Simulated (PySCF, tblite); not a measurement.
Species: C6H8F2Si.
Atom-mapped SMILES: `[CH3:1][C@@:2]1([F:3])[CH:4]=[CH:5][C:6]([F:7])=[CH:8][SiH2:9]1` (hydrogens: H10, H11, H12 on C1; H13 on C4; H14 on C5; H15 on C8; H16, H17 on Si9)

Geometry (GFN2-xTB, Å), atoms numbered from 1 in this order:
```xyz
17
C6H8F2Si angstrom
C     -1.8717    0.1565    0.6874
C     -0.9540   -0.0810   -0.5136
F     -1.7877   -0.2852   -1.6264
C     -0.1797    1.1723   -0.7600
C      1.0579    1.4110   -0.3280
C      1.9102    0.4480    0.3335
F      3.0517    0.9938    0.8233
C      1.7083   -0.8657    0.4538
Si     0.1673   -1.6330   -0.2752
H     -2.5343   -0.6960    0.8165
H     -1.2731    0.2835    1.5854
H     -2.4784    1.0480    0.5333
H     -0.7217    1.9442   -1.2902
H      1.5069    2.3829   -0.4794
H      2.4764   -1.4597    0.9245
H     -0.4839   -2.5356    0.6770
H      0.3990   -2.2718   -1.5717
```

Level of theory: PBE0/pcSseg-1 in PySCF (dipole) on a GFN2-xTB geometry, gas phase.

Masses are those of the commonest isotopes; rigid-rotor values at the optimised geometry. The values belong to one conformer with, in the numbering `[CH3:1][C@@:2]1([F:3])[CH:4]=[CH:5][C:6]([F:7])=[CH:8][SiH2:9]1`, C1–C2–C4–C5 97°, C4–C5–C6–F7 -172°, C6–C8–Si9–C2 -18°, C1–C2–Si9–C8 -93°.

Q: Give the principal moments of inertia and the rotational constants in GHz.

A: Ia = 211.50, Ib = 500.97, Ic = 601.29 u·Å²; 505379 MHz·u·Å²/I gives 2389, 1009 and 840.5 MHz, that is A = 2.3895, B = 1.0088, C = 0.8405 GHz.

Q: Classify the top.

A: An asymmetric top: κ = (2 × 1009 − 2389 − 840.5)/(2389 − 840.5) = -0.78.

Q: Is it planar, by Δ = Ic − Ia − Ib?

A: Not planar: Δ = Ic − Ia − Ib = -111.18 u·Å². For a rigid frame Δ = −2 Σ m c², so Σ m c² = 55.59 u·Å² lies off the ab plane: 14.43 from hydrogen and 41.16 from heavier atoms. The atom farthest from that plane is 2.17 Å away.

Q: List the rotational levels J(Ka,Kc) to J = 5 (MHz).

A: Above 0(0,0):
J = 1: 1(0,1) 1849, 1(1,1) 3230, 1(1,0) 3398
J = 2: 2(0,2) 5533, 2(1,2) 6760, 2(1,1) 7265, 2(2,1) 11407, 2(2,0) 11422
J = 3: 3(0,3) 11024, 3(1,3) 12047, 3(1,2) 13056, 3(2,2) 16955, 3(2,1) 17027, 3(3,1) 24288, 3(3,0) 24289
J = 4: 4(0,4) 18283, 4(1,4) 19081, 4(1,3) 20759, 4(2,3) 24341, 4(2,2) 24551, 4(3,2) 31712, 4(3,1) 31717, 4(4,1) 41941, 4(4,0) 41941
J = 5: 5(0,5) 27267, 5(1,5) 27851, 5(1,4) 30354, 5(2,4) 33555, 5(2,3) 34027, 5(3,3) 41000, 5(3,2) 41022, 5(4,2) 51220, 5(4,1) 51220, 5(5,1) 64373, 5(5,0) 64373
Those of J = 1 are B + C, A + C and A + B.

Q: Predict some low-J microwave lines.

A: The dipole components are |μa| = 0.18 D, |μb| = 0.09 D, |μc| = 0.95 D. Intensities carry the squares of the components, which stand as 0.04 : 0.01 : 1.00 (a : b : c). Some lines, for components of 0.1 D or more:

```csv
type,branch,"J(Ka,Kc)",MHz,lower level (cm⁻¹)
a,Q,"2(1,1) ← 2(1,2)",505,0.225
c,Q,"2(1,2) ← 2(0,2)",1227,0.185
c,Q,"1(1,1) ← 1(0,1)",1381,0.062
a,R,"1(0,1) ← 0(0,0)",1849,0.000
c,R,"1(1,0) ← 0(0,0)",3398,0.000
a,R,"2(1,2) ← 1(1,1)",3530,0.108
a,R,"2(0,2) ← 1(0,1)",3684,0.062
a,R,"2(1,1) ← 1(1,0)",3867,0.113
c,Q,"2(2,1) ← 2(1,1)",4142,0.242
c,R,"2(1,1) ← 1(0,1)",5416,0.062
c,R,"2(2,0) ← 1(1,0)",8023,0.113
c,R,"2(2,1) ← 1(1,1)",8177,0.108
```

Its GFN2-xTB frequencies are all real (lowest 47 cm⁻¹). No vibrational averaging or centrifugal distortion is included, and the geometry carries the error of its method. A rigid rotor knows nothing of internal rotation, which can split or shift real lines.

Hardware: one thread, Arm Neoverse V1 (aarch64), on a shared host. Cost: 39 s of wall time, 0.92 GiB resident at most. This is the PBE0/pcSseg-1 job that gave the dipole, with the shieldings it also computed.
